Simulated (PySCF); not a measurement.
HS₂, SMILES [S]S (connectivity only; charge and spin as stated), charge -1, multiplicity 1.

Geometry optimised at B3LYP-D3(BJ)/def2-TZVPD. The multiplicity is an assumed one; other spin states were not compared. The isomer is the one that the SMILES or the coordinates give; other isomers of the formula were not compared.

Method: SMD-M06-2X/def2-SVPD (PySCF).

Solvation free energies are E(SMD) − E(gas) at the gas-phase geometry, for 1 M in both phases.

```json
[
 {"solvent": "water", "ΔG(solv) (kcal/mol)": "-57.2", "its non-electrostatic (CDS) part": "0.0"},
 {"solvent": "acetone", "ΔG(solv) (kcal/mol)": "-57.4", "its non-electrostatic (CDS) part": "-2.5"},
 {"solvent": "1-octanol", "ΔG(solv) (kcal/mol)": "-54.3", "its non-electrostatic (CDS) part": "-2.5"}
]
```
